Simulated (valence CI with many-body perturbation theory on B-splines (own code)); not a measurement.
## Tb LII: electric-dipole lines

Calculated by configuration interaction combined with many-body perturbation theory (CI+MBPT): four valence electrons over a frozen Dirac-Fock core [Ne], radial functions for each j: 11 s, 11 p, 9 d, 7 f, 5 g, 2 h, 1 i, with the one-electron correlation potential Σ1, the two-electron term Σ2, the three-electron term Σ3, Breit, model QED; selected CI, second order for the rest (own B-spline code, finite nucleus).

No measured spectrum was set against this ion. As an estimate, large intervals hold to a few tenths of a per cent, small ones and those within an open d or f shell to about a per cent.

Lines 201 to 228 of 228 in falling wavelength, among levels below 819.54 eV, chosen from the strongest by gf and those to the six lowest levels. Wavelengths and rates use the calculated energies. Electric multipoles are in the length gauge, E1 and E2 with the static RPA response of the core. Weak lines are less certain than strong ones. Lines between different terms over intervals too small for the method are left out, as are lines whose strength nearly cancels. The highest levels of a list are the least certain.

Levels are named by their leading jj configuration (3d3/2^4 stands for four electrons in 3d with j = 3/2), which in mixed levels can hold well under half, so a name can repeat and another be missing. Letters in brackets count levels of one name in rising energy.

```
λ vac (Å)                           Upper                   Lower   A (s⁻¹)  S (a.u.)
    28.34  (3s 3p1/2 3p3/2 3d5/2) J=3 [b]  (3s 3p1/2^2 3p3/2) J=2  5.56e+10  4.37e-03
    28.30  (3s 3p1/2 3p3/2 3d5/2) J=1 [a]  (3s 3p1/2^2 3p3/2) J=2  2.69e+09  9.04e-05
    28.18  (3s 3p1/2 3p3/2 3d5/2) J=1 [c]  (3s 3p1/2^2 3p3/2) J=1  5.99e+08  1.98e-05
    28.09  (3s 3p1/2 3p3/2 3d5/2) J=2 [b]  (3s 3p1/2^2 3p3/2) J=2  7.56e+10  4.13e-03
    28.03  (3s 3p1/2 3p3/2 3d5/2) J=2 [c]  (3s 3p1/2^2 3p3/2) J=1  1.07e+10  5.82e-04
    27.92      (3s 3p1/2 3p3/2 3d5/2) J=0  (3s 3p1/2^2 3p3/2) J=1  3.23e+11  3.47e-03
    27.75              (3s^2 3d3/2^2) J=2  (3s 3p1/2^2 3p3/2) J=1  4.04e+08  2.13e-05
    27.69          (3s^2 3p3/2 3d5/2) J=3  (3s^2 3p1/2 3p3/2) J=2  5.80e+09  4.26e-04
    27.59  (3s 3p1/2 3p3/2 3d5/2) J=2 [d]  (3s 3p1/2^2 3p3/2) J=1  1.86e+10  9.66e-04
    27.57  (3s 3p1/2 3p3/2 3d5/2) J=3 [c]  (3s 3p1/2^2 3p3/2) J=2  3.34e+10  2.42e-03
    27.30  (3s 3p1/2 3p3/2 3d5/2) J=1 [b]  (3s 3p1/2^2 3p3/2) J=2  2.12e+10  6.38e-04
    27.23          (3s^2 3p3/2 3d5/2) J=1  (3s^2 3p1/2 3p3/2) J=2  1.97e+10  5.89e-04
    26.76          (3s^2 3p3/2 3d5/2) J=1  (3s^2 3p1/2 3p3/2) J=1  3.64e+09  1.03e-04
    26.69  (3s 3p1/2 3p3/2 3d5/2) J=1 [c]  (3s 3p1/2^2 3p3/2) J=2  3.85e+09  1.08e-04
    26.62  (3s 3p1/2 3p3/2 3d5/2) J=3 [d]  (3s 3p1/2^2 3p3/2) J=2  9.61e+09  6.26e-04
    26.56  (3s 3p1/2 3p3/2 3d5/2) J=2 [c]  (3s 3p1/2^2 3p3/2) J=2  4.90e+09  2.27e-04
    26.55              (3s^2 3d3/2^2) J=0  (3s 3p1/2^2 3p3/2) J=1  1.86e+09  1.71e-05
    26.31              (3s^2 3d3/2^2) J=2  (3s 3p1/2^2 3p3/2) J=2  1.64e+09  7.39e-05
    26.16  (3s 3p1/2 3p3/2 3d5/2) J=2 [d]  (3s 3p1/2^2 3p3/2) J=2  4.44e+10  1.96e-03
    23.30                (3s 3p3/2^3) J=2  (3s^2 3p1/2 3p3/2) J=2  4.02e+09  1.26e-04
    23.06      (3s 3p1/2 3p3/2^2) J=1 [a]      (3s^2 3p1/2^2) J=0  1.69e+09  3.07e-05
    22.95                (3s 3p3/2^3) J=2  (3s^2 3p1/2 3p3/2) J=1  4.89e+08  1.46e-05
    22.62      (3s 3p1/2 3p3/2^2) J=1 [b]      (3s^2 3p1/2^2) J=0  3.34e+09  5.72e-05
    22.16                (3s 3p3/2^3) J=1  (3s^2 3p1/2 3p3/2) J=2  5.80e+08  9.36e-06
    21.85                (3s 3p3/2^3) J=1  (3s^2 3p1/2 3p3/2) J=1  2.50e+09  3.86e-05
    21.01          (3s^2 3p3/2 3d3/2) J=1      (3s^2 3p1/2^2) J=0  4.55e+08  6.25e-06
    19.14          (3s^2 3p3/2 3d5/2) J=1      (3s^2 3p1/2^2) J=0  2.06e+09  2.14e-05
    16.49                (3s 3p3/2^3) J=1      (3s^2 3p1/2^2) J=0  2.22e+07  1.47e-07
```
